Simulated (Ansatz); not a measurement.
Reactions of CH₅AlFNS, SMILES `FC[NH][AlH][SH]`.

Calculated with Ansatz (gas phase, PBE0-D4/def2-TZVP geometries, no zero-point term in ΔE). CBS: MP2 limit from def2 TZ/QZ plus the TZ coupled-cluster correction, frozen cores. This one scheme is used for every species, atoms too. Functionals use def2-TZVPP. B3LYP here is the variant with VWN-RPA as its local correlation; programs differ in this. Open shells (•) are unrestricted, without spin–orbit coupling. Spin–orbit coupling would lower the free atoms: a little for Al, C, F, S. Each species was taken in one conformer, which may not be the lowest.

```
                                                             reaction  B2PLYP (kJ/mol)  B3LYP-D4 (kJ/mol)  ωB97X-V (kJ/mol)  CCSD/CBS(def2) (kJ/mol)
                     `FC[NH][AlH][SH]` + H–F → `[F][AlH][SH]` + `NCF`             -106               -102              -102                     -100
                    `FC[NH][AlH][SH]` + H₂O → `[OH][AlH][SH]` + `NCF`              -55                -52               -52                      -49
                   `FC[NH][AlH][SH]` → Al• + C• + F• + 5 H• + N• + S•             3384               3423              3450                     3375
              `FC[NH][AlH][SH]` + SiH₄ → `[SiH3]C[NH][AlH][SH]` + H–F              -19                -22               -17                      -33
                 `FC[NH][AlH][SH]` + SiH₄ → `[SiH3][AlH][SH]` + `NCF`               84                 80                78                       81
       `FC[NH][AlH][SH]` + dimethylamine → `C[N](C)[AlH][SH]` + `NCF`               -2                 -4                -2                       -1
                      `FC[NH][AlH][SH]` + H₂ → `C[NH][AlH][SH]` + H–F              -61                -57               -55                      -72
`FC[NH][AlH][SH]` + trisilane → `[SiH3][AlH][SH]` + `FCN[SiH2][SiH3]`               53                 51                50                       52
                 `FC[NH][AlH][SH]` + `C=N` → `C=[N][AlH][SH]` + `NCF`                9                  8                12                       14
                          `FC[NH][AlH][SH]` → `[NH2][Al]([SH])[CH2]F`              -12                -13                -9                      -15
```

Give the CCSD(T)/CBS values in the same order. (Best estimate.)

Computed: -97, -48, 3431, -36, 80, -3, -70, 52, 15, -15 kJ/mol.

Largest T1 diagnostic: 0.018, for Al•.
